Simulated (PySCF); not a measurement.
Match the calculated data to a structure.

All candidates are C3H13NSSi3.

| technique | computed result |
| --- | --- |
| NMR, other nuclei | isotropic shieldings of nuclei other than C and H, by class: 271 (1 N), 394 (1 Si), 399 (1 Si), 415 (1 Si), 580 (1 S) ppm [GIAO PBE0/pcSseg-1] |
| 13C NMR | chemical shifts (computed TMS as zero) by class: 153.8 (1 C), 126.4 (1 C), -6.9 (1 C) ppm [GIAO PBE0/pcSseg-1] |
| Dipole | 1.55 D [PBE0/pcSseg-1] |
| 1H NMR | chemical shifts (computed TMS as zero) by class: 5.73 (1 H), 5.71 (1 H), 5.28 (1 H), 4.88 (1 H), 4.59 (1 H), 4.56 (3 H), 0.38 (3 H), -0.35 (2 H) ppm [GIAO PBE0/pcSseg-1] |
| Rotational structure | rotational constants A, B, C: 1.847, 0.471, 0.414 GHz [GFN2-xTB] |

Gas-phase values; electronic properties from PySCF, density fitting. Levels stand in brackets. The structure is a single GFN2-xTB conformer in the gas phase; no vibrational or solvent corrections. NMR values are class means; diastereotopic atoms form classes of their own.

**Question.** Which candidate is it?
A. `C=C(C)[Si@H](S)N([SiH3])[SiH3]`
B. `C=C(S[SiH3])[Si@H](C)[SiH2]N`
C. `C=CC[Si@H](S)N([SiH3])[SiH3]`

**Answer.** B. It is `C=C(S[SiH3])[Si@H](C)[SiH2]N`. Numbering: `[CH2:1]=[C:2]([S:3][SiH3:4])[Si@H:5]([CH3:6])[SiH2:7][NH2:8]`. Its formula, C3H13NSSi3, gives 1 degree of unsaturation: 0 rings and 1 π bond in the structure found. 3 carbons fall into 3 classes; from least to most shielded: fully substituted alkene carbon [C2] (153.8 ppm), terminal =CH2 carbon [C1] (126.4 ppm), Si-methyl carbon [C6] (-6.9 ppm). Hydrogen classes from least to most shielded: 1 H on a terminal =CH2 carbon, C1 (5.73 ppm), 1 H on a terminal =CH2 carbon, C1 (5.71 ppm), 1 H on an SiH2 silicon, Si7 (5.28 ppm), 1 H on an SiH2 silicon, Si7 (4.88 ppm), 1 H on an SiH silicon, Si5 (4.59 ppm), 3 H on an SiH3 silicon, Si4 (4.56 ppm), 3 H on an Si-methyl carbon, C6 (0.38 ppm, a mean of values up to 0.5 ppm apart in this geometry), 2 H on a silicon-bound nitrogen, N8 (-0.35 ppm). The other shieldings belong to: 271 ppm, silicon-bound nitrogen [N8]; 394 ppm, SiH silicon [Si5]; 399 ppm, SiH2 silicon [Si7]; 415 ppm, SiH3 silicon [Si4]; 580 ppm, sulfur bonded to C and Si [S3]. The optimised geometry has point group C1 and is an asymmetric top.

The others, at the same levels:
- `C=C(C)[Si@H](S)N([SiH3])[SiH3]` fails: its computed 13C shifts are 152.1 (1 C), 137.1 (1 C), 24.8 (1 C) ppm, 1H shifts are 6.19 (1 H), 5.89 (1 H), 5.74 (1 H), 4.73 (6 H), 2.12 (3 H), 0.74 (1 H) ppm and rotational constant A is 1.112 GHz (against 1.847 GHz).
- `C=CC[Si@H](S)N([SiH3])[SiH3]` fails: its computed 13C shifts are 144.0 (1 C), 122.7 (1 C), 27.4 (1 C) ppm, 1H shifts are 6.21 (1 H), 5.53 (1 H), 5.46 (1 H), 5.17 (1 H), 4.77 (6 H), 2.51 (1 H), 1.96 (1 H), 1.57 (1 H) ppm and rotational constant A is 1.293 GHz (against 1.847 GHz).

Each candidate is one conformer, not necessarily the lowest. Dipoles, sizes and rotational constants follow the conformer. The torsions of the flexible species, by atom-mapped SMILES:
- `[CH2:1]=[C:2]([S:3][SiH3:4])[Si@H:5]([CH3:6])[SiH2:7][NH2:8]`: C1–C2–S3–Si4 -11°, C1–C2–Si5–C6 19°, C2–Si5–Si7–N8 129°, H–N8–Si7–Si5 -175°, H–N8–Si7–Si5 47°
- `[CH2:1]=[C:2]([CH3:3])[Si@H:4]([SH:5])[N:6]([SiH3:7])[SiH3:8]`: C1–C2–Si4–S5 -117°, C2–Si4–N6–Si7 143°, H–S5–Si4–C2 175°
- `[CH2:1]=[CH:2][CH2:3][Si@H:4]([SH:5])[N:6]([SiH3:7])[SiH3:8]`: C1–C2–C3–Si4 -101°, C2–C3–Si4–S5 43°, C3–Si4–N6–Si7 171°, H–S5–Si4–C3 -7°
